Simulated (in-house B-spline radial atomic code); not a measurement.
Sb. Computed with a B-spline radial atomic code. Model: all-electron spherical atom, spin shells full or empty, radial basis limit, no spin-orbit coupling, Breit or QED, empty-state partial waves extrapolated as (l+1/2)^-4, RPA, G0W0 and static COHSEX of the highest shell as one setting changes (uncorrelated shells keep exact exchange).

Given: element Sb; charge 0; filled core Kr; hamiltonian one-electron scalar X2C; mean-field start Hartree-Fock; highest l of empty states 9; nuclear rms radius 4.6802 fm; highest mean-field shell 5p up.

Shell: 4d 5 5, 5s 1 1, 5p 3 0 (electrons up and down).

| lowest nl shells left uncorrelated | RPA correlation energy (hartree) | G0W0 level (eV) | G0W0 minus most complete (meV) | COHSEX level (eV) | linearised minus solved G0W0 (meV) |
| --- | --- | --- | --- | --- | --- |
| 0 | -3.6281 | -9.537 | 0 | -10.699 | -0.3 |
| 1 | -3.4538 | -9.5368 | 0.2 | -10.699 | -0.3 |
| 2 | ? | ? | ? | ? | ? |
| 3 | ? | ? | ? | ? | ? |
| 4 | -2.5469 | -9.5358 | 1.1 | -10.698 | -0.3 |
| 5 | -2.0367 | -9.5376 | -0.7 | -10.702 | -0.3 |
| 6 | -1.2386 | -9.5194 | 17.5 | -10.669 | -0.3 |
| 7 | -1.0953 | -9.522 | 15 | -10.673 | -0.3 |
| 8 | -0.69282 | -9.5267 | 10.2 | -10.677 | -0.3 |
| 9 | -0.11483 | -9.3156 | 221.4 | -10.306 | -0.1 |
| 10 | -0.041278 | -9.3464 | 190.6 | -10.109 | -0.1 |

(1) What follows for lowest nl shells left uncorrelated = 3?

(2) What follows for lowest nl shells left uncorrelated = 2?

Results:

(1) RPA correlation energy -2.7201 hartree; G0W0 level -9.5357 eV; G0W0 minus most complete 1.2 meV; COHSEX level -10.697 eV; linearised minus solved G0W0 -0.3 meV.

(2) RPA correlation energy -3.2636 hartree; G0W0 level -9.5367 eV; G0W0 minus most complete 0.2 meV; COHSEX level -10.699 eV; linearised minus solved G0W0 -0.3 meV.
